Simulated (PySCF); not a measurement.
Compound: TiI2(OMe)2, C₂H₆I₂O₂Ti (singlet state).
Bonds: Ti1–I2, Ti1–I3, Ti1–O4, Ti1–O9, O4–C5, O9–C10. Hydrogens: H6, H7, H8 on C5; H11, H12, H13 on C10.

Theory: PySCF 2.14.0, PBE0-D3(BJ)/def2-SVP geometry optimisation, gas phase, def2 core potentials past Kr.

(1) How far are the bound atoms from Ti1?

(2) List the angles at Ti1.

(3) What is the shape at Ti1?

(4) What are the other bond lengths?

(5) Give some angles away from the centre.

(6) What are the rotational constants (commonest isotopes, rigid rotor)?

Answers

(1) 4 atoms: O9 1.722 Å, O4 1.725 Å, I3 2.587 Å, I2 2.589 Å. The nearest atom not counted as bound is C5, at 3.10 Å (others tie with it).

(2) 
```json
{"angle": "O4–Ti1–O9", "degrees": "111.8", "distance of the outer atoms (Å)": "2.85"}
{"angle": "I2–Ti1–I3", "degrees": "111.5", "distance of the outer atoms (Å)": "4.28"}
{"angle": "I2–Ti1–O4", "degrees": "109.4", "distance of the outer atoms (Å)": "3.56"}
{"angle": "I2–Ti1–O9", "degrees": "108.6", "distance of the outer atoms (Å)": "3.54"}
{"angle": "I3–Ti1–O4", "degrees": "108.2", "distance of the outer atoms (Å)": "3.53"}
{"angle": "I3–Ti1–O9", "degrees": "107.4", "distance of the outer atoms (Å)": "3.51"}
```

(3) Tetrahedral: angles from 107.4° to 111.8°; τ4 = (360° − α − β)/141° = 0.97 with α and β the two widest (0 for a square, 1 for a tetrahedron).

(4) O4–C5, O9–C10 1.386 Å; C5–H6 and 5 like bonds 1.102 Å.

(5) Ti1–O4–C5 170.3°, Ti1–O9–C10 177.0°.

(6) A = 699.5, B = 354.1, C = 311.0 MHz: an asymmetric top.

Point group: near C2v, missed by 0.18 Å at most; the miss may be what the optimiser left on a soft mode. Charge 0, singlet. Whether it is a minimum is left open (no frequencies).

Time: 14 min wall; peak memory 0.80 GiB. Hardware: an Intel Xeon at 2.50 GHz with one thread, no GPU, shared host with 64 logical CPUs at a one-minute load of 57. This is the geometry optimisation.
